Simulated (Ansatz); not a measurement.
Ideal-gas functions of `[F][Zr]([SH])([Cl])[Cl]` at 500 K and 1 bar, from an Ansatz frequency run at PBE0-D4/def2-TZVP.

Molar mass 214.2 g/mol, point group Cs (symmetry number 1), electronic degeneracy 1, moments of inertia 378.198, 381.895, 515.185 u Å². Harmonic wavenumbers (cm⁻¹, unscaled): 39, 101, 104, 105, 141, 162, 369, 411, 427, 508, 690, 2679.

Use S(trans) = R[1.5 ln M + 2.5 ln T − 1.1517]; rotational temperatures θ = 24.2544 K / I; S(rot) = R[ln(√π/σ · √(T³/θAθBθC)) + 1.5]; for each mode x = 1.438777 ν̃/T, S = R[x/(eˣ − 1) − ln(1 − e⁻ˣ)] and H = RT x/(eˣ − 1); 1 cm⁻¹ = 0.0119627 kJ/mol; R = 8.31446 J/(mol·K).

Q: By hand: the entropy, in J/(mol·K).

A: Translation 186.5. Rotation: θ = 0.0641, 0.0635, 0.0471 K, giving 130.3. Vibration, mode by mode: 26.50, 18.62, 18.38, 18.30, 15.87, 14.74, 8.20, 7.39, 7.11, 5.86, 3.86, 0.03, in all 144.8. Electronic 0.0. Sum 461.6 J/(mol·K).

Q: By hand: H − E and G − E in kJ/mol, counted from the electronic energy.

A: Zero-point energy ½ × 5736 × 0.0119627 = 34.3; thermal vibration 31.1; translation, rotation and pV give 4 RT = 16.6. H − E = 82.0 kJ/mol, and G − E = 82.0 − 500 × 461.6/1000 = -148.8 kJ/mol.

Vibration gives 31 % of the entropy, 97.7 J/(mol·K) of it from the modes under 150 cm⁻¹: soft modes count most, and the harmonic formula is weakest for them. The sum counts one conformer and one mirror image; others add a mixing term.
